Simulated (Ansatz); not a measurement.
Cartesian coordinates in Å:
```
B 0.234 1.435 -0.834
O 1.139 1.146 0.186
Si 1.254 -0.136 1.219
Si -0.528 -1.584 0.679
Al -1.331 -0.130 -1.095
H -1.034 1.443 -0.405
H 0.360 2.450 -1.459
H 1.166 0.369 2.615
H 2.580 -0.782 1.029
H -0.070 -2.921 0.211
H -1.491 -1.765 1.801
H -2.450 0.009 -2.196
H 0.171 0.464 -1.752
```

The species carries charge 0 and has multiplicity 1. The bonds changed during the relaxation, so this is another structure than the one it started from.

List the r2SCAN/def2-TZVPP orbital energies in eV (the Gaussian-basis code of Ansatz). (Estimate.)

Computed: Occupied: -1791.54, -1790.74, -1517.60, -515.73, -181.31, -141.91, -141.28, -111.10, -96.80, -96.76, -96.74, -96.13, -96.13, -96.12, -71.39, -71.29, -71.18, -26.23, -15.40, -14.60, -12.92, -11.27, -10.85, -10.48, -9.44, -9.22, -8.88, -8.08, -7.62, -7.38, -6.48. Lowest empty: -2.16, -1.22, -0.37, -0.26, -0.12, 0.38, 1.24, 1.36.
